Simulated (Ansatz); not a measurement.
Geometry optimisation, DFT PBE, scalar-relativistic, plane waves, PAW in Ansatz.

Input:

```yaml
crystal:
  lattice:
    - [5.48, 0.0, 0.0]
    - [2.74, 4.745819, 0.0]
    - [0.0, 0.0, 17.32646]
  atoms:
    - { symbol: Os, position: [0.0, 0.0, 0.0577152] }
    - { symbol: Os, position: [0.5, 0.0, 0.0577152] }
    - { symbol: Os, position: [0.0, 0.5, 0.0577152] }
    - { symbol: Os, position: [0.5, 0.5, 0.0577152] }
    - { symbol: Os, position: [-0.1666667, 0.3333333, 0.1825664] }
    - { symbol: Os, position: [0.3333333, 0.3333333, 0.1825664] }
    - { symbol: Os, position: [-0.1666667, 0.8333333, 0.1825664] }
    - { symbol: Os, position: [0.3333333, 0.8333333, 0.1825664] }
    - { symbol: Os, position: [0.0, 0.0, 0.3074177] }
    - { symbol: Os, position: [0.5, 0.0, 0.3074177] }
    - { symbol: Os, position: [0.0, 0.5, 0.3074177] }
    - { symbol: Os, position: [0.5, 0.5, 0.3074177] }
    - { symbol: F, position: [0.8188501, 0.3410954, 0.3882189] }
basis:
  ecutwfc: 420.0
kpoints:
  mp_grid: { grid: [4, 4, 1] }
hamiltonian:
  xc: pbe
scf:
  occupations: { method: gaussian, width: 0.1 }
  lower_state_search: "off"
relax:
  f_tol: 0.03
  max_steps: 60
  adjacent_minimum: "off"
  constraints: [{ sites: [0, 1, 2, 3] }]
```

Launched with:

```bash
$ ansatz run input.yaml --threads 4 --pin off --max-ram 10240MiB --backend cpu --events-out ev --progress --plain --runs-dir out
```

**Question.** Where does it end, and by what steps?

**Answer.** It converged. Limits of this set-up: coarse k mesh, thin slab, slab without dipole correction, odd electron count without spin. After 10 steps the energy has fallen by 1.037 eV; F13 moved furthest, 1.03 Å. Parted: Os9–F13 (2.14 → 3.19 Å).

```tsv
step	energy less start (eV)	largest force component (eV/Å)	accepted
0	0.0000	3.429	yes
1	-0.6562	1.702	yes
2	-0.8573	0.564	yes
3	-0.9019	0.363	yes
4	-0.9429	0.323	yes
5	-0.9899	0.383	yes
6	-1.0244	0.186	yes
7	-1.0357	0.055	yes
8	-1.0371	0.045	yes
9	-1.0332	0.163	no
10	-1.0373	0.014	yes
```

```xyz
13
Lattice="5.4800 0.0000 0.0000 2.7400 4.7458 0.0000 0.0000 0.0000 17.3265" Properties=species:S:1:pos:R:3
Os 0.000 0.000 1.000
Os 2.740 0.000 1.000
Os 1.370 2.373 1.000
Os 4.110 2.373 1.000
Os 0.000 1.581 3.098
Os 2.740 1.595 3.146
Os 1.376 3.957 3.098
Os 4.104 3.957 3.099
Os 0.000 -0.003 5.185
Os 2.740 0.003 5.182
Os 1.311 2.382 5.213
Os 4.169 2.382 5.213
F 5.479 2.612 7.010
```

Run time: 52 s on 4 threads of AMD EPYC 9R14 (Zen 4) (shared host), peak memory 1.4 GiB.
